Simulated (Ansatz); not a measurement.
Computed with Ansatz.

Basis-set series for CH5NOSi, SMILES `O[SiH]1CN1`. Charge 0, multiplicity 1. All single points use the PBE0-D4/def2-TZVP geometry. It is one conformer, not always the lowest.

| atom | x (Å) | y (Å) | z (Å) |
| --- | --- | --- | --- |
| O1 | -1.229 | -1.466 | -0.885 |
| Si2 | 0.111 | -0.687 | -0.375 |
| C3 | 0.311 | 1.095 | -0.048 |
| N4 | 0.087 | 0.141 | 1.101 |
| H5 | -2.070 | -1.120 | -0.579 |
| H6 | 1.250 | -1.510 | -0.817 |
| H7 | -0.472 | 1.843 | -0.160 |
| H8 | 1.309 | 1.528 | -0.134 |
| H9 | 0.703 | 0.177 | 1.896 |

| functional | basis | functions | energy (Eh) | HOMO (eV) | LUMO (eV) |
| --- | --- | --- | --- | --- | --- |
| PBE0-D4 | def2-SVP | 85 | -460.05622 | -6.66 | 1.30 |
| PBE0-D4 | def2-TZVPP | 205 | -460.37460 | -6.85 | 0.74 |
| ωB97M-V | def2-SVP | 85 | -460.27627 | -8.95 | 3.08 |
| ωB97M-V | def2-TZVPP | 205 | -460.60143 | -9.15 | 2.28 |

Q: Give the rows for def2-QZVPP. (Estimate.)

A: The calculation gave: 
| functional | basis | functions | energy (Eh) | HOMO (eV) | LUMO (eV) |
| --- | --- | --- | --- | --- | --- |
| PBE0-D4 | def2-QZVPP | 391 | -460.39525 | -6.89 | 0.40 |
| ωB97M-V | def2-QZVPP | 391 | -460.62083 | -9.19 | 1.68 |

Positive LUMOs are unbound and depend on the basis.
